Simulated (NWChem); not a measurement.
System: CaF cation; SMILES [F][Ca+]

Here is an NWChem input.

```
start job
memory heap 200 mb stack 900 mb global 1100 mb
charge 1
geometry units angstroms noautosym nocenter noautoz
  Ca     0.000000     0.000000    -0.615813
  F      0.000000     0.000000     1.365099
end
basis spherical
  * library 6-31+g*
end
dft
  xc pbe0
  iterations 150
end
property
  response 1 0.0773
end
task dft property
```

The geometry was optimised at B3LYP/6-31G* (spherical d).

Field at 589 nm.

Problem. What results follow from this input? (PBE0/6-31+G* (spherical d).) Quantities: isotropic polarisability (bohr³); anisotropy (bohr³).

Solution. 
```yaml
isotropic polarisability (bohr³): 11.8
anisotropy (bohr³): 8.8
```
